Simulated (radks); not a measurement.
The numbers below are computed, except where a source is named.
Task: Species: the arsenic ion As2+. Configuration: [Ar] 3d10 4s2 4p1. Level of theory: Dirac Kohn-Sham, OLYP, spin-unpolarised, spherical densities, point nucleus; open shells fill j = l - 1/2 first (a radial shooting solver on a logarithmic mesh with Libxc functionals). Some entries of the table are withheld. Estimate them.

orbital,occ.,eigenvalue (hartree),r(max) (bohr)
1s1/2,2,-431.2911,(1)
2s1/2,2,-55.45896,0.1701
2p1/2,2,-49.64370,0.1342
2p3/2,4,-48.30013,0.1373
3s1/2,2,-7.79625,(2)
3p1/2,2,-5.83983,0.5153
3p3/2,4,-5.65497,0.5238
3d3/2,4,(3),0.4744
3d5/2,6,(4),0.4772
4s1/2,2,-1.21734,1.570
4p1/2,1,(5),(6)
4p3/2,0,(7),(8)

Result: 
(1) 1s1/2 r(max) (bohr): 0.02974
(2) 3s1/2 r(max) (bohr): 0.5218
(3) 3d3/2 eigenvalue (hartree): -2.30899
(4) 3d5/2 eigenvalue (hartree): -2.28189
(5) 4p1/2 eigenvalue (hartree): -0.83268
(6) 4p1/2 r(max) (bohr): 1.806
(7) 4p3/2 eigenvalue (hartree): -0.81815
(8) 4p3/2 r(max) (bohr): 1.832
